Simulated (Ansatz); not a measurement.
Relaxation of C3H10SSi (15 atoms, charge 0, multiplicity 1), to a largest force component of 0.015 eV/Å in at most 40 steps.

All numbers below come from RKS PBE0/6-31G in Ansatz 0.2.0.

```xyz
15
Properties=species:S:1:pos:R:3
C -0.899 -1.047 1.640
C 0.165 -0.347 0.823
C 0.620 1.031 1.396
Si 1.744 2.006 0.115
S 1.546 0.859 2.938
H -1.794 -0.310 1.779
H -0.548 -1.289 2.620
H -1.272 -1.889 1.121
H -0.273 -0.255 -0.174
H 1.023 -1.041 0.668
H -0.266 1.608 1.587
H 2.987 1.246 -0.106
H 2.060 3.354 0.789
H 1.011 2.175 -1.083
H 2.507 0.040 2.472
```

Q: Where does it end, and by what steps?

A: It converged. Limits of this set-up: no polarisation functions. After 6 steps the energy has fallen by 0.451 eV; H9 moved furthest, 0.16 Å.

```json
{"step": "0", "energy less start (eV)": "0.0000", "largest force component (eV/Å)": "2.740", "accepted": "yes"}
{"step": "1", "energy less start (eV)": "-0.3762", "largest force component (eV/Å)": "1.094", "accepted": "yes"}
{"step": "2", "energy less start (eV)": "-0.4435", "largest force component (eV/Å)": "0.343", "accepted": "yes"}
{"step": "3", "energy less start (eV)": "-0.4497", "largest force component (eV/Å)": "0.088", "accepted": "yes"}
{"step": "4", "energy less start (eV)": "-0.4505", "largest force component (eV/Å)": "0.066", "accepted": "yes"}
{"step": "5", "energy less start (eV)": "-0.4512", "largest force component (eV/Å)": "0.018", "accepted": "yes"}
{"step": "6", "energy less start (eV)": "-0.4514", "largest force component (eV/Å)": "0.006", "accepted": "yes"}
```

```xyz
15
Properties=species:S:1:pos:R:3
C -0.927 -1.036 1.641
C 0.111 -0.325 0.775
C 0.614 0.997 1.360
Si 1.741 1.991 0.159
S 1.504 0.783 3.028
H -1.815 -0.408 1.780
H -0.520 -1.265 2.631
H -1.249 -1.974 1.176
H -0.325 -0.111 -0.213
H 0.966 -0.992 0.593
H -0.239 1.632 1.632
H 3.011 1.212 -0.059
H 2.073 3.338 0.729
H 1.052 2.165 -1.171
H 2.612 0.135 2.527
```

Whether the end is a true minimum wasn't checked by a vibrational analysis.

Run time: 35 s on 1 thread of Arm Neoverse V2, with other jobs on the host, peak memory 0.18 GiB.
